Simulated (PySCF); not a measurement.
## Dipole response of Cd⁺ (cadmium, charge +1)

[Kr] 4d9 5s2, 2D determinant (an excited configuration). All numbers are calculated (PySCF 2.14, scalar relativity by spin-free X2C-1e, in x2c-TZVPPall with one added diffuse shell each of s, p, d, f type (9s7p7d3f1g, 95 functions)). Coupled (time-dependent) response in atomic units; α is the mean over directions.

```tsv
method	mean α (bohr³)	α xx, yy, zz	C₆ (like pair)	S(−4)
UHF	31.87	32.29, 32.29, 31.04	235.5	459.1
PBE	25.68	25.98, 25.98, 25.08	183.2	275.9
PBE0	27.03	27.38, 27.38, 26.35	194.0	312.3
```

S(−4) is the Cauchy moment in α(ω) = α(0) + S(−4) ω² + …

Spin-orbit coupling is absent.

α(iu) at PBE0:

| u (hartree) | α(iu) (bohr³) |
| --- | --- |
| 0 | 27.03 |
| 0.0500 | 26.28 |
| 0.100 | 24.29 |
| 0.200 | 18.96 |
| 0.300 | 14.39 |
| 0.500 | 9.030 |
| 0.750 | 5.983 |
| 1.00 | 4.434 |
| 1.50 | 2.856 |
| 2.00 | 2.039 |
| 3.00 | 1.202 |
| 5.00 | 0.5567 |

For an ion, C₆ is the dispersion term alone; charge-induced terms of lower order in 1/R come first.

The components differ because the open shell of this determinant is not spherical; for a pure term their mean is the scalar polarisability.
